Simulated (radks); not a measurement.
Results of a calculation; reference values are marked as such.
The phosphorus anion P3-, [Ar], held by a Watson sphere: a shell of charge +3 at radius R that stands for the Madelung well of a crystal (potential energy -3/R inside, -3/r outside, in hartree with lengths in bohr). Code: a radial shooting solver on a logarithmic mesh with Libxc functionals. Model: scalar-relativistic Kohn-Sham, PBE, spin-polarised, spherical densities, point nucleus. Response by self-consistent Sternheimer equations with the Hartree and adiabatic LDA kernel, the relativistic mass of each level held fixed and spin-orbit coupling left out. The sphere does not respond.

R (bohr)  e(2p) (eV)  e(3s) (eV)  e(3p) (eV)  <r> 3p (bohr)  sum of <r^2> (bohr^2)  X-ray form factor at sin(theta)/lambda = 0.1 1/angstrom  alpha (bohr^3)
1.92         -121.20     -17.015      -8.309          2.205                  44.76                                                   15.257           26.87
2.13         -120.87     -16.214      -7.885          2.291                  47.94                                                   15.104           30.92
2.36         -120.77     -15.389      -7.399          2.386                  51.56                                                   14.938           36.32
3.36         -120.79     -12.618      -5.399          2.784                  68.34                                                   14.295           75.41
3.4          -120.78     -12.534      -5.329          2.800                  69.04                                                   14.273           77.67
3.6          -120.75     -12.143      -4.992          2.876                  72.59                                                   14.166           89.97
3.7          -120.72     -11.964      -4.833          2.914                  74.40                                                   14.114           96.81
4.03         -120.63     -11.446      -4.349          3.039                  80.51                                                   13.956           123.0

Estimate the row for R = 3.42 bohr.

Answer. e(2p) (eV) -120.78; e(3s) (eV) -12.493; e(3p) (eV) -5.294; <r> 3p (bohr) 2.807; sum of <r^2> (bohr^2) 69.39; X-ray form factor at sin(theta)/lambda = 0.1 1/angstrom 14.262; alpha (bohr^3) 78.82.
